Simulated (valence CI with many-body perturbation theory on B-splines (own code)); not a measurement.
Results of a calculation; reference values are marked as such.
Basis-set convergence for K XIII

Method: configuration interaction combined with many-body perturbation theory (CI+MBPT): five valence electrons over a frozen Dirac-Fock core [He], a basis of 9 s, 9 p, 8 d, 6 f, 3 g, 1 h functions for each j, with the one-electron correlation potential Σ1 (screened to all orders), the two-electron term Σ2, the three-electron term Σ3, Breit, model QED; selected single and double excitations, second order for the rest, scaled by the run's own slope (own B-spline code, finite nucleus).

No measured spectrum was set against this ion. As an estimate, levels of excited configurations hold to 0.05 to 0.15 % of their energy, terms of the ground configuration to about 0.5 %. Among the levels kept, up to 3600 cm⁻¹ of a level comes from second order outside the variational space, and about a tenth of that is noise between levels of different J, which matters for small intervals.

The reference run has the lowest level 2s2.2p3 4S°_3/2 and an ionisation energy of 714.321 eV. Its largest variational space holds 21240 state functions.

Changed runs:
A. basis 6 s, 6 p, 5 d, 3 f, 1 g
B. basis 5 s, 5 p, 4 d, 2 f

Excitation energies of the reference run in cm⁻¹, and shifts in cm⁻¹:

| Level | Reference | A | B |
| --- | --- | --- | --- |
| 2s2.2p3 2D°_3/2 | 100881 | +249 | +756 |
| 2s2.2p3 2D°_5/2 | 106015 | +261 | +760 |
| 2s2.2p3 2P°_1/2 | 161052 | +282 | +873 |
| 2s2.2p3 2P°_3/2 | 168476 | +277 | +851 |
| 2s.2p4 4P_5/2 | 480643 | +99 | +272 |
| 2s.2p4 4P_3/2 | 496396 | +84 | +256 |
| 2s.2p4 4P_1/2 | 503888 | +77 | +250 |
| 2s.2p4 2D_3/2 | 662245 | +351 | +1069 |
| 2s.2p4 2D_5/2 | 663313 | +365 | +1078 |
| 2s.2p4 2S_1/2 | 770465 | +431 | +1361 |
| 2s.2p4 2P_3/2 | 802175 | +398 | +1233 |
| 2s.2p4 2P_1/2 | 823344 | +382 | +1222 |
| Ionisation energy (eV) | 714.321 | -0.021 | -0.066 |
